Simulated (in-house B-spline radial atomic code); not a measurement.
Mo. Computed with a B-spline radial atomic code. Model: all-electron spherical atom, spin shells full or empty, radial basis limit, no spin-orbit coupling, Breit or QED, empty-state partial waves extrapolated as (l+1/2)^-4, RPA, G0W0 and static COHSEX of the highest shell as one setting changes (uncorrelated shells keep exact exchange).

In a row where one electron alone is correlated, RPA and GW hold only self-correlation.

Given: element Mo; charge 0; filled core Kr; hamiltonian one-electron scalar X2C; mean-field start Hartree-Fock; highest l of empty states 9; nuclear rms radius 4.4091 fm; highest mean-field shell 5s up.

Shell: 4d 5 0, 5s 1 0 (electrons up and down).

```csv
lowest nl shells left uncorrelated,RPA correlation energy (hartree),G0W0 level (eV),G0W0 minus most complete (meV),COHSEX level (eV)
0,-2.8378,-7.4228,0,-8.3115
1,-2.6763,-7.4227,0.1,-8.3113
2,?,?,?,?
3,-1.979,-7.4223,0.5,-8.3102
4,-1.8115,-7.4291,-6.3,-8.3239
5,-1.3285,-7.424,-1.2,-8.3163
6,?,?,?,?
7,-0.49036,-7.4073,15.5,-8.2969
8,-0.15328,-7.2896,133.1,-8.1289
9,-0.0087896,-6.7998,622.9,-7.2519
```

Q: What follows for lowest nl shells left uncorrelated = 6?

A: RPA correlation energy -0.61386 hartree; G0W0 level -7.3912 eV; G0W0 minus most complete 31.6 meV; COHSEX level -8.2645 eV.

Q: What follows for lowest nl shells left uncorrelated = 2?

A: RPA correlation energy -2.4942 hartree; G0W0 level -7.4236 eV; G0W0 minus most complete -0.9 meV; COHSEX level -8.3135 eV.
